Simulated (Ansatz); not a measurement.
Start from `C[Si](C)(C)[O][Ga]([Cl])[Cl]` and change one element to get `C[Si](C)(C)[O][In]([Cl])[Cl]`.

Ansatz, PBE0-D4/def2-TZVP geometries, multiplicity 1. Each molecule was computed in one conformer, which needn't be the lowest.

Elements past krypton have def2 core potentials. Scalar relativity is left out up to krypton.

```csv
property,`C[Si](C)(C)[O][Ga]([Cl])[Cl]`
HOMO energy (ωB97M-V/def2-TZVPP) / eV,-10.57
HOMO energy (B3LYP/def2-TZVPP) / eV,-8.09
HOMO–LUMO gap (B3LYP/def2-TZVPP) / eV,6.31
LUMO energy (PBE0/def2-TZVPP) / eV,-1.44
HOMO–LUMO gap (ωB97M-V/def2-TZVPP) / eV,11.02
LUMO energy (PBE/def2-TZVPP) / eV,-2.39
```

Q: Give the same properties after the change, and the shifts. (An estimate is asked.)

A: Computed: 
| property | `C[Si](C)(C)[O][In]([Cl])[Cl]` | shift |
| --- | --- | --- |
| HOMO energy (ωB97M-V/def2-TZVPP) / eV | -10.45 | 0.12 |
| HOMO energy (B3LYP/def2-TZVPP) / eV | -7.97 | 0.12 |
| HOMO–LUMO gap (B3LYP/def2-TZVPP) / eV | 5.17 | -1.14 |
| LUMO energy (PBE0/def2-TZVPP) / eV | -2.49 | -1.05 |
| HOMO–LUMO gap (ωB97M-V/def2-TZVPP) / eV | 9.89 | -1.13 |
| LUMO energy (PBE/def2-TZVPP) / eV | -3.36 | -0.97 |

With PBE0 the HOMO rises by 0.12 eV and the LUMO falls by 1.05 eV, so the gap narrows by about 1.17 eV. PBE moves the HOMO by 0.13 eV and ωB97M-V by 0.12 eV.

B3LYP here is the variant with VWN-RPA as its local correlation; programs differ in this.

Positive LUMOs are unbound, so they and the gaps depend on the basis.
